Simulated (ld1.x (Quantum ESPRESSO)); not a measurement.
Ne (Z = 10): one change to a TM potential, before and after

Ne, norm-conserving Troullier–Martins (Kleinman–Bylander form), made with ld1.x (Quantum ESPRESSO) 7.5 (PBEsol, scalar-relativistic). Core [He], reference 2s2 2p5 (charge +1). Waves: 2s (bound): rc 0.60 bohr; 2p (bound): rc 1.60 bohr; 3d channel at 0.05 Ry: rc 1.70 bohr. Local part: all-electron potential smoothed inside 0.85 bohr (lloc = -2). Core correction: Bessel-smoothed model core inside 0.40 bohr.

All-electron outer shells of the reference configuration (PBEsol, scalar-relativistic, ld1.x):

| shell | level (eV) | outermost node (bohr) | outermost maximum (bohr) |
| --- | --- | --- | --- |
| 2s | -55.42 | 0.22 | 0.68 |
| 2p | -32.18 | – | 0.60 |

Change: all radii but the core radius scaled by about 1.09 (s 0.66, p 1.74, d 1.86 bohr); local potential all-electron potential smoothed inside 0.92 bohr (lloc = -2).

Cutoffs: the cutoffs (Ry, on a coarse ladder) from which the occupation-weighted sum of valence levels, in a spherical-Bessel basis at the reference potential, stays within 10 and 1 mRy of its value at 400 Ry; they do not see the model core or the augmentation charge, which bear on the density cutoff. Errors are all-electron minus pseudo energies relative to the spin-unpolarised reference configuration.

Question: What does the change do?

Answer: A bound ghost appears in s, which as a rule spoils a file; of the 6 tests that both files solve, the error grows in 5 and shrinks in 1 by more than 15 % and 0.3 meV (median size 115.8 → 157.3 meV).

```tsv
quantity	base	changed
cutoff, loose	230 Ry	200 Ry
cutoff, tight	over 300 Ry	300 Ry
loose cutoff by channel (10 mRy a level)	s 120 Ry, p 60 Ry	s 120 Ry, p 50 Ry
bound ghosts	none	s
error for 2s2 2p6, meV [ΔE -22.40 eV]	+50	+72
error for 2s2 2p4, meV [ΔE 43.16 eV]	+181	+243
error for 2s2 2p3, meV [ΔE 110.45 eV]	+1147	+1490
error for 2s2 2p5.5, meV [ΔE -13.57 eV]	+19	+27
error for 2s2 2p2, meV [ΔE 204.88 eV]	+3725	+4719
error for 2s1 2p6, meV [ΔE 23.27 eV]	+19	+2.7
```

 A true bound ghost makes a file unfit for plane-wave use even where its test errors are small: the radial tests pick states by their node count and pass the ghost by.
